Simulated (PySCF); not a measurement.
Si(H)(OH)2(NH2), SMILES [SiH](O)(N)O, singlet at its PBE0/def2-SVP optimised geometry (Å):

```
9

Si    -0.2942    -0.7683     0.0000
N     -0.9354     0.8200     0.0000
O     -0.6761    -1.6176     1.3721
O      1.3702    -0.7683     0.0000
H     -0.8547    -1.4162    -1.2180
H     -1.7865     1.0095    -0.5160
H     -0.8601     1.4162     0.8169
H      0.0324    -2.1736     1.7103
H      1.7865    -0.1746    -0.6309
```

Computed with PBE0/def2-TZVP (PySCF). Cells within 0.4 Å of a nucleus heavier than hydrogen are left out (blank, or x).

Map of the Laplacian of the electron density (e/bohr⁵) on the plane z = 1.0 Å:

```
|666666666666666666666666666|
|666666666666666666666666666|
|666666666666666666666666666|
|666666666666666666666666666|
|666666666666666666666666666|
|666666666666666666666666666|
|666666666666666666666666666|
|666666666777666666666666666|
|666666667737766666666666666|
|666666667747766666666666666|
|666666667777766666666666666|
|666666667777766666666666666|
|666666666777766666666666666|
|666666666667666666666666666|
|666666666677766677766666666|
|666666666777777777776666666|
|666666667788777777776666666|
|666666667984787777766666666|
|66666666792x697766666666666|
|666666667950997666666666666|
|666666667899987666666666666|
|666666666778777666666666666|
|666666666667766666666666666|
|666666666666666666666666666|
|666666666666666666666666666|
|666666666666666666666666666|
|666666666666666666666666666|
```
Scale: ten equal steps from -1.04 (start of '0') to 0.538 (end of '9'), in the order '0123456789'; x runs from -4.00 to 4.00, y from -4.00 (bottom) to 4.00 (top).
